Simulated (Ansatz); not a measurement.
`CC[SiH2]C#N` + H₂O → `CC[SiH2]O` + `C#N` at 298.15 K and 1 bar (formal hydrolysis of the Si–C bond).

Computed with Ansatz on PBE0-D4/def2-TZVP structures; ΔE is electronic, products minus reactants. CCSD(T)/CBS adds triple-zeta CCSD(T) − MP2 to the extrapolated MP2 energy (def2 sets, frozen cores). This one scheme is used for every species. Each species was taken in one conformer, which may not be the lowest.

```tsv
species	CCSD(T)/CBS energy (Eh)	H − E (kJ/mol)	S (J/(mol·K))
`CC[SiH2]C#N`	-462.15225	260.3	344.8
H₂O	-76.37941	66.4	188.7
`CC[SiH2]O`	-445.22590	273.0	330.6
`C#N`	-93.32098	52.4	201.2
```

H − E and S are ideal-gas, rigid-rotor, harmonic terms from PBE0-D4/def2-TZVP, for one conformer and one mirror image of each species. 1 Eh = 2625.50 kJ/mol, R = 8.31446 J/(mol·K).

Task: By hand: ΔE, ΔH, ΔS and ΔG.

Result: ΔE = (-445.22590) + (-93.32098) − (-462.15225) − (-76.37941) = -0.01522 Eh = -40.0 kJ/mol. Δ(H − E) = 273.0 + 52.4 − 260.3 − 66.4 = -1.3, so ΔH = -41.3 kJ/mol. ΔS = 330.6 + 201.2 − 344.8 − 188.7 = -1.7 J/(mol·K). ΔG = -41.3 − 298.15 × (-1.7)/1000 = -40.8 kJ/mol.

Task: By hand: the equilibrium constant, and the temperature at which ΔG would vanish if ΔH and ΔS stayed fixed.

Result: log₁₀ K = −ΔG/(RT ln 10) = 7.1. ΔG = 0 at ΔH/ΔS = 24294 K, far beyond where these terms or the molecules hold.

The number of gas molecules stays the same, so ΔS is small and ΔH decides. A doubt of 5 kJ/mol in ΔE shifts log₁₀ K by 0.9 here. Other conformers and mirror images would add mixing entropy, several J/(mol·K) or more a flexible species. These are equilibria of isolated gas molecules and say nothing of rates. Largest T1 diagnostic: 0.014 (customary marks: 0.02 for closed shells, 0.045 for open ones).
